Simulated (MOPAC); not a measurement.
MOPAC input (PM3):

```
PM3 1SCF GEO-OK AUX(PRECISION=9) THREADS=1
C4H10Se2

C     2.15572700 1   -0.44303300 1   -1.27070000 1
Se    1.54302400 1    0.87048800 1    0.04897800 1
C    -0.39046200 1    0.67783800 1   -0.27006800 1
C    -1.12693600 1    1.84770100 1    0.35602100 1
Se   -0.98205800 1   -1.07277000 1    0.43716800 1
C    -2.70128100 1   -1.17279800 1   -0.51252200 1
H     1.91516800 1   -0.10327900 1   -2.27549300 1
H     1.68963400 1   -1.40342700 1   -1.06673300 1
H     3.23483700 1   -0.52004000 1   -1.15723100 1
H    -0.53693300 1    0.64979300 1   -1.34883600 1
H    -2.20349100 1    1.74496200 1    0.21071000 1
H    -0.93912500 1    1.89808900 1    1.42902700 1
H    -0.80974500 1    2.78903100 1   -0.09904100 1
H    -3.37582900 1   -0.38926900 1   -0.17585500 1
H    -3.13049800 1   -2.14430700 1   -0.27572900 1
H    -2.53913400 1   -1.10220300 1   -1.58617900 1
```

From the output:

```
                                                       MOPAC v23.2.5 Linux

          FINAL HEAT OF FORMATION =        -40.26108 KCAL/MOL =    -168.45237 KJ/MOL

          COSMO AREA              =        167.92 SQUARE ANGSTROMS
          COSMO VOLUME            =        169.64 CUBIC ANGSTROMS

          IONIZATION POTENTIAL    =          9.132582 EV
          HOMO LUMO ENERGIES (EV) =         -9.133 -1.108
          NO. OF FILLED LEVELS    =         19
          MOLECULAR WEIGHT        =        216.0430         POINT GROUP:  C1

          MOLECULAR DIMENSIONS (Angstroms)

            Atom       Atom       Distance
            H    14    H     9     6.68439
            H    15    H    13     5.00343
            H     7    H    12     3.02855

          SCF CALCULATIONS        =          1

   ATOM   CHEMICAL          X               Y               Z
  NUMBER   SYMBOL      (ANGSTROMS)     (ANGSTROMS)     (ANGSTROMS)

     1       C          2.15572700  *  -0.44303300  *  -1.27070000  *
     2      Se          1.54302400  *   0.87048800  *   0.04897800  *
     3       C         -0.39046200  *   0.67783800  *  -0.27006800  *
     4       C         -1.12693600  *   1.84770100  *   0.35602100  *
     5      Se         -0.98205800  *  -1.07277000  *   0.43716800  *
     6       C         -2.70128100  *  -1.17279800  *  -0.51252200  *
     7       H          1.91516800  *  -0.10327900  *  -2.27549300  *
     8       H          1.68963400  *  -1.40342700  *  -1.06673300  *
     9       H          3.23483700  *  -0.52004000  *  -1.15723100  *
    10       H         -0.53693300  *   0.64979300  *  -1.34883600  *
    11       H         -2.20349100  *   1.74496200  *   0.21071000  *
    12       H         -0.93912500  *   1.89808900  *   1.42902700  *
    13       H         -0.80974500  *   2.78903100  *  -0.09904100  *
    14       H         -3.37582900  *  -0.38926900  *  -0.17585500  *
    15       H         -3.13049800  *  -2.14430700  *  -0.27572900  *
    16       H         -2.53913400  *  -1.10220300  *  -1.58617900  *

                             CARTESIAN COORDINATES

   1    C        2.155727000    -0.443033000    -1.270700000
   2   Se        1.543024000     0.870488000     0.048978000
   3    C       -0.390462000     0.677838000    -0.270068000
   4    C       -1.126936000     1.847701000     0.356021000
   5   Se       -0.982058000    -1.072770000     0.437168000
   6    C       -2.701281000    -1.172798000    -0.512522000
   7    H        1.915168000    -0.103279000    -2.275493000
   8    H        1.689634000    -1.403427000    -1.066733000
   9    H        3.234837000    -0.520040000    -1.157231000
  10    H       -0.536933000     0.649793000    -1.348836000
  11    H       -2.203491000     1.744962000     0.210710000
  12    H       -0.939125000     1.898089000     1.429027000
  13    H       -0.809745000     2.789031000    -0.099041000
  14    H       -3.375829000    -0.389269000    -0.175855000
  15    H       -3.130498000    -2.144307000    -0.275729000
  16    H       -2.539134000    -1.102203000    -1.586179000

           Empirical Formula: C4 H10 Se2  =    16 atoms

      MOLECULAR POINT GROUP   :   C1

                  EIGENVALUES
 -34.46164 -30.02863 -29.67528 -23.26732 -17.71007 -16.99112 -15.83300 -15.43532
 -15.22379 -14.82423 -14.66883 -14.14676 -13.80379 -12.78959 -12.08386 -10.96280
 -10.87384  -9.26547  -9.13258  -1.10838  -0.65868  -0.36980  -0.27668   3.18069
   3.30482   3.65351   3.71179   3.74433   3.77914   3.81161   3.98811   4.13173
   4.15577   4.33732

              NET ATOMIC CHARGES AND DIPOLE CONTRIBUTIONS

  ATOM NO.   TYPE          CHARGE      No. of ELECS.   s-Pop       p-Pop
    1          C          -0.209479        4.2095     1.15962     3.04986
    2         Se           0.005491        5.9945     1.89468     4.09983
    3          C          -0.260870        4.2609     1.22598     3.03489
    4          C          -0.091493        4.0915     1.13399     2.95750
    5         Se          -0.014917        6.0149     1.90186     4.11306
    6          C          -0.220954        4.2210     1.16005     3.06090
    7          H           0.075536        0.9245     0.92446
    8          H           0.097872        0.9021     0.90213
    9          H           0.085218        0.9148     0.91478
   10          H           0.114789        0.8852     0.88521
   11          H           0.052637        0.9474     0.94736
   12          H           0.070684        0.9293     0.92932
   13          H           0.060441        0.9396     0.93956
   14          H           0.077348        0.9227     0.92265
   15          H           0.084360        0.9156     0.91564
   16          H           0.073336        0.9267     0.92666
 DIPOLE           X         Y         Z       TOTAL
 POINT-CHG.    -0.218     0.071    -0.796     0.828
 HYBRID        -1.205     0.002    -1.623     2.021
 SUM           -1.422     0.072    -2.419     2.807

          ATOMIC ORBITAL ELECTRON POPULATIONS

     Atom    s        px        py        pz
    1  C   1.15962   1.04591   1.01064   0.99330
    2 Se   1.89468   0.98833   1.55774   1.55376
    3  C   1.22598   0.98013   0.99523   1.05952
    4  C   1.13399   0.98827   0.94805   1.02118
    5 Se   1.90186   1.21887   1.23071   1.66347
    6  C   1.16005   0.97457   1.05992   1.02642
    7  H   0.92446
    8  H   0.90213
    9  H   0.91478
   10  H   0.88521
   11  H   0.94736
   12  H   0.92932
   13  H   0.93956
   14  H   0.92265
   15  H   0.91564
   16  H   0.92666

 **********************
 *                    *
 * JOB ENDED NORMALLY *
 *                    *
 **********************

 == MOPAC DONE ==
```

The geometry given is a B3LYP-D3(BJ)/def2-TZVP minimum.
